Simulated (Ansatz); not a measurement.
Abridged output of a molecular run in Ansatz:

```
Functional definition: HF
1959 factors; integrals over basis functions are off by at most 1.1e-3 eV
mean field evaluation 1: about -16620.7535 eV, gradient 5.0e1 eV
mean field evaluation 2: about -16621.2345 eV, gradient 5.1e1 eV
mean field evaluation 4: about -16626.5954 eV, gradient 6.3e0 eV
mean field evaluation 8: about -16626.7232 eV, gradient 5.1e-1 eV
mean field -16626.72397699 eV, -611.0208361562 hartree, gradient 2.8e-6 eV, S^2 0.000000; 0 other end points of the search recorded, 0 dependent functions left out
11 core orbitals not correlated: weight in the atoms' cores, before any rotation towards them, 1.000 or more for the frozen orbitals, at most 0.000 for the correlated occupied ones
reference -16626.72397699 eV, -611.0208361562 hartree; 20, 20 occupied and 295, 295 virtual orbitals, 1959 factors
second order -34.37349580 eV of doubles, -0.00000000 eV of singles
cycle   1  -34.28910881 eV  change    8.4e-2 eV  update   1.3e-1
cycle   2  -35.20456138 eV  change   -9.2e-1 eV  update   4.0e-2
cycle   3  -35.41101309 eV  change   -2.1e-1 eV  update   1.9e-2
cycle   4  -35.39717924 eV  change    1.4e-2 eV  update   4.6e-3
cycle   5  -35.39814374 eV  change   -9.6e-4 eV  update   2.2e-3
cycle   6  -35.40037001 eV  change   -2.2e-3 eV  update   6.1e-4
cycle   7  -35.40028758 eV  change    8.2e-5 eV  update   2.5e-4
cycle   8  -35.40024252 eV  change    4.5e-5 eV  update   7.3e-5
cycle   9  -35.40026591 eV  change   -2.3e-5 eV  update   2.8e-5
perturbative correction -1.47026333 eV, -0.0540311808 hartree
Total energy: -16663.59450624 eV, -612.3758031142 hartree
```

Its atoms:

```xyz
14

C     0.914   -1.333    1.705
O     0.538   -0.209    0.935
Si   -0.536   -0.223   -0.280
C    -2.221   -0.593    0.395
N    -3.238   -0.895    0.843
O    -0.655    1.241   -0.947
C     0.382    1.903   -1.644
H     1.205   -2.176    1.070
H     1.768   -1.048    2.321
H     0.096   -1.647    2.360
H    -0.198   -1.282   -1.260
H    -0.050    2.771   -2.142
H     1.159    2.239   -0.953
H     0.835    1.253   -2.401
```

Q: Which basis set was used?
A. def2-QZVPP
B. def2-SVP
C. def2-TZVPPD
D. def2-TZVPP

A: D. It gives 326 functions.

Q: Write the keys of the input that set method, charge and spin (a neutral closed shell needs none for the last two).

A: 
```yaml
correlation: {method: ccsd_t}
```
